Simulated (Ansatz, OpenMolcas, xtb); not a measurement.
CH6FNSn (SMILES [CH3][SnH]([NH2])[F]): methods side by side

CH6FNSn: 10 atoms, total charge 0, spin state singlet. SMILES: `[CH3][SnH]([NH2])[F]`. Geometry: relaxed at PBE0-D4/def2-TZVP. This is one conformer, not always the lowest.

```xyz
10

C    -1.0233    1.1869    0.3056
Sn   -0.0126   -0.4241   -0.6328
N     1.5222   -1.0852    0.4658
F    -1.3086   -1.8554   -0.5934
H    -1.1915    0.9354    1.3529
H    -0.4324    2.1007    0.2428
H    -1.9853    1.3425   -0.1813
H     0.4133   -0.3293   -2.2803
H     1.7197   -0.6107    1.3332
H     2.3816   -1.3120   -0.0097
```

Each level gives the dipole moment (D). The values are calculated.

```json
{"level": "GFN0-xTB", "kind": "semi-empirical", "program": "xtb", "value (D)": "5.54", "CPU time": "under 2 s"}
{"level": "HF/def2-SVP (core potential)", "kind": "Hartree–Fock", "program": "Ansatz", "value (D)": "4.46", "CPU time": "16 s"}
{"level": "SVWN5/def2-SVP (core potential)", "kind": "LDA", "program": "OpenMolcas", "value (D)": "3.90", "CPU time": "60 s"}
{"level": "PBE/def2-SVP (core potential)", "kind": "GGA", "program": "OpenMolcas", "value (D)": "3.78", "CPU time": "82 s"}
{"level": "M06-L/def2-SVP (core potential)", "kind": "meta-GGA", "program": "OpenMolcas", "value (D)": "3.93", "CPU time": "78 s"}
{"level": "B3LYP/def2-SVP (core potential)", "kind": "global hybrid", "program": "OpenMolcas", "value (D)": "3.96", "CPU time": "74 s"}
```

The values span 3.78 to 5.54 D. Magnitudes only. Times are those of the runs behind each value, whatever else they computed, on shared processors of several kinds: orders of magnitude only.
